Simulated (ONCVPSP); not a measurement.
Transferability test, ONCV potential for arsenic (As)

As, optimised norm-conserving Vanderbilt (ONCV), made with ONCVPSP 4.0.1 (LDA (Perdew-Wang 92), fully relativistic). Core [Ne], reference 3s2 3p6 3d10 4s2 4p3. Waves: 3s+4s: rc 0.90 bohr, ncon 3, nbas 6, qcut 15.7 1/bohr, 2 projectors; 3p+4p: rc 1.15 bohr, ncon 4, nbas 9, qcut 13.7 1/bohr, 2 projectors; 3d: rc 0.70 bohr, ncon 3, nbas 8, qcut 27.2 1/bohr, 2 projectors, debl 1.6 Ha. Local part: polynomial inside 0.55 bohr (lpopt 5, dvloc0 2 Ha). Core correction: Teter function, fcfact 5, rcfact 1.05.

Open shells are filled in proportion to 2j + 1.

Energies are relative to the spin-unpolarised reference configuration 3s2 3p6 3d10 4s2 4p3; without spin polarisation the order of configurations can differ from experiment.

| valence configuration | charge | ΔE all-electron (eV) | error AE − PS (meV) |
| --- | --- | --- | --- |
| 3s2 3p6 3d10 4s2 4p2 | +1 | 9.323 | +0.8 |
| 3s2 3p6 3d10 4s2 4p1 | +2 | 27.484 | +2.1 |
| 3s2 3p6 3d10 4s2 4p0 | +3 | 55.525 | +4.4 |
| 3s2 3p6 3d10 4s1 4p3 | +1 | 19.482 | +1.3 |

Levels in the configuration 3s2 3p6 3d10 4s2 4p1:

```json
{"level": "3s j=1/2", "all-electron (eV)": "-210.869", "pseudo (eV)": "-210.863"}
{"level": "3p j=3/2", "all-electron (eV)": "-153.163", "pseudo (eV)": "-153.153"}
{"level": "3p j=1/2", "all-electron (eV)": "-158.202", "pseudo (eV)": "-158.190"}
{"level": "3d j=5/2", "all-electron (eV)": "-61.946", "pseudo (eV)": "-61.953"}
{"level": "3d j=3/2", "all-electron (eV)": "-62.680", "pseudo (eV)": "-62.677"}
{"level": "4s j=1/2", "all-electron (eV)": "-33.770", "pseudo (eV)": "-33.767"}
{"level": "4p j=3/2", "all-electron (eV)": "-22.816", "pseudo (eV)": "-22.814"}
{"level": "4p j=1/2", "all-electron (eV)": "-23.230", "pseudo (eV)": "-23.227"}
```
